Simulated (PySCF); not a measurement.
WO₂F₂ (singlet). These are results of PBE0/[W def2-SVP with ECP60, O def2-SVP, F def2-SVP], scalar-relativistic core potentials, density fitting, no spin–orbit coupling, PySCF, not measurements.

Harmonic bands of its minimum:

```tsv
ω (cm⁻¹)	IR (km/mol)
175	8.9
217	14.8
259	0.0
262	21.9
370	4.4
719	79.3
728	129
1041	202
1080	64.7
```

Question: The central atom is W. Infer the point group and assign the bands.

Answer: C2v. The modes span 4a1 + 2b2 + a2 + 2b1: 175 a1, 217 b2, 259 a2, 262 b1, 370 a1, 719 a1, 728 b1, 1041 b2, 1080 a1. The computed geometry has W–F 1.858 Å (×2), W–O 1.692 Å (×2); F–W–F 115.7°, F–W–O 108.7° (×4), O–W–O 105.9°.

Other isomers or separated fragments may lie lower. Spin–orbit coupling, left out here, can matter for elements this heavy.
